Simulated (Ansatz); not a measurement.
```xyz
9

C     1.352    0.771   -0.562
N     0.194    0.111   -0.082
Ta   -1.232   -0.703    0.511
Cl   -2.829    0.915    0.838
Cl   -0.634   -1.734    2.474
Cl   -1.849   -2.214   -1.104
H     1.119    1.805   -0.837
H     2.132    0.787    0.206
H     1.748    0.261   -1.445
```

Total charge 0; spin multiplicity 1. Ta takes the def2 core potential.

Problem. List the r2SCAN/def2-TZVPP orbital energies in eV (the Gaussian-basis code of Ansatz). (An estimate is asked.)

Solution. Computed: Occupied: -2753.63, -2753.63, -2753.63, -385.65, -274.30, -255.02, -255.02, -255.02, -193.51, -193.51, -193.51, -193.46, -193.46, -193.46, -193.43, -193.43, -193.43, -74.15, -40.53, -40.40, -40.40, -22.47, -21.42, -21.19, -21.18, -16.64, -11.50, -11.50, -11.38, -10.46, -10.05, -10.05, -9.39, -9.39, -8.90, -8.80, -8.80, -8.48, -6.98, -6.98. Lowest empty: -2.77, -2.77, -1.46, -0.95, -0.95, -0.04, 1.69, 2.69.
